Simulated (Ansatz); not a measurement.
Geometry optimisation, RKS PBE0-D4/6-31G* in Ansatz.

The input (input.yaml):

```yaml
crystal:
  periodic: [false, false, false]
  atoms:
    - { symbol: C, position_ang: [0.0658, 0.984, 0.1953] }
    - { symbol: O, position_ang: [-0.036, -0.019, 1.1039] }
    - { symbol: Mg, position_ang: [-0.087, -1.6735, -0.0296] }
    - { symbol: F, position_ang: [-0.0017, -3.29, -1.1183] }
    - { symbol: H, position_ang: [-0.874, 0.9794, -0.4906] }
    - { symbol: H, position_ang: [0.0325, 2.0133, 0.7228] }
    - { symbol: H, position_ang: [0.9617, 0.9379, -0.4293] }
basis:
  gaussian: { orbitals: "6-31G*" }
hamiltonian:
  xc: pbe0
  dispersion: d4
relax:
  f_tol: 0.02
  max_steps: 50
```

Launched with:

```bash
$ ansatz run input.yaml --threads 1 --pin off --max-ram 2048MiB --backend cpu --events-out ev --progress --plain --runs-dir out
```

Problem. Where does it end, and by what steps?

Solution. It converged. The force dipped under the threshold on the way, but the program's further checks kept it going. After 14 steps the energy has fallen by 1.065 eV; O2 moved furthest, 1.15 Å. Parted: C1–Mg3.

```
step  energy less start (eV)  largest force component (eV/Å)  accepted
   0                  0.0000                           3.224       yes
   1                 -0.6864                           1.406       yes
   2                 -0.8782                           0.974       yes
   3                 -0.9324                           0.491       yes
   4                 -0.9777                           0.567       yes
   5                 -1.0267                           0.254       yes
   6                 -1.0549                           0.063       yes
   7                 -1.0628                           0.030       yes
   8                 -1.0593                           0.370        no
   9                 -1.0644                           0.040       yes
  10                 -1.0639                           0.136        no
  11                 -1.0648                           0.003       yes
  12                 -1.0648                           0.050       yes
  13                 -1.0648                           0.033        no
  14                 -1.0649                           0.011       yes
```

```xyz
7
Properties=species:S:1:pos:R:3
C 0.038 1.149 0.107
O 0.003 -0.220 -0.031
Mg -0.041 -1.970 -0.199
F -0.084 -3.699 -0.366
H -0.798 1.636 -0.423
H -0.027 1.457 1.164
H 0.969 1.579 -0.298
```

The run took 31 s on 1 thread of Intel(R) Xeon(R) Platinum 8488C (Sapphire Rapids), on a shared host, peak memory 0.18 GiB.
